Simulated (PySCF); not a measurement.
**Correlation energy of As (arsenic, neutral)**

[Ar] 3d10 4s1 4p4, high-spin 4P determinant (an excited configuration). Calculation: PySCF 2.14, in x2c-TZVPPall with one added diffuse shell each of s, p, d type (7s6p5d1f, 57 functions); scalar relativity by spin-free X2C-1e. Frozen: [Ar] 3d10; 5 electrons correlated.

```json
{"level": "CCSD", "correlation energy (mhartree)": "-100.63"}
{"level": "(T)", "correlation energy (mhartree)": "-11.73"}
{"level": "CCSD(T)", "correlation energy (mhartree)": "-112.36"}
```

Diagnostics: T1 = 0.038, D1 = 0.1092, largest double amplitude 0.280.

T1 exceeds 0.03, a sign that the reference determinant is poor. A double-excitation amplitude exceeds 0.15, a sign of near-degeneracy.

Cost of the coupled-cluster step: roughly 2 core-seconds, for 5 correlated electrons.
